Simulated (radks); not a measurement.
Isoelectronic series with 31 electrons, each ion in its NIST ground configuration. All-electron calculation, Dirac Kohn-Sham, PBEsol, spin-unpolarised, spherical densities, finite nucleus; open shells fill j = l - 1/2 first; Fermi nuclear charge, rms radius of each element as measured or else 0.836 A^(1/3) + 0.57 fm. Program: a radial shooting solver on a logarithmic mesh with Libxc functionals. Total energies (hartree) and mean radii <r> (bohr) (* marks an orbital that is empty in some or all of the ions):

| ion | configuration | E (hartree) | 4d5/2* | 4d3/2* | 4p3/2* | 4p1/2 | 4s1/2 |
|---|---|---|---|---|---|---|---|
| Nd29+ | [Ar] 3d10 4s2 4p1 | -9193.7545 | 0.5561 | 0.5513 | 0.5567 | 0.5396 | 0.5388 |
| Pm30+ | [Ar] 3d10 4s2 4p1 | -9551.4376 | 0.5411 | 0.5362 | 0.5427 | 0.5255 | 0.5254 |
| Sm31+ | [Ar] 3d10 4s2 4p1 | -9916.8054 | 0.5269 | 0.5220 | 0.5295 | 0.5121 | 0.5125 |
| Eu32+ | [Ar] 3d10 4s2 4p1 | -10289.9617 | 0.5134 | 0.5084 | 0.5169 | 0.4994 | 0.5003 |
| Gd33+ | [Ar] 3d10 4s2 4p1 | -10670.9517 | 0.5006 | 0.4956 | 0.5049 | 0.4872 | 0.4886 |
| Tb34+ | [Ar] 3d10 4s2 4p1 | -11059.8971 | 0.4885 | 0.4834 | 0.4934 | 0.4756 | 0.4774 |
| Dy35+ | [Ar] 3d10 4s2 4p1 | -11456.7429 | 0.4769 | 0.4718 | 0.4824 | 0.4644 | 0.4666 |
| Ho36+ | [Ar] 3d10 4s2 4p1 | -11861.7131 | 0.4659 | 0.4607 | 0.4719 | 0.4538 | 0.4563 |
| Er37+ | [Ar] 3d10 4s2 4p1 | -12274.7988 | 0.4553 | 0.4502 | 0.4619 | 0.4435 | 0.4463 |
| Tm38+ | [Ar] 3d10 4s2 4p1 | -12696.1443 | 0.4453 | 0.4401 | 0.4522 | 0.4337 | 0.4368 |
| Yb39+ | [Ar] 3d10 4s2 4p1 | -13125.7467 | 0.4357 | 0.4304 | 0.4430 | 0.4243 | 0.4276 |
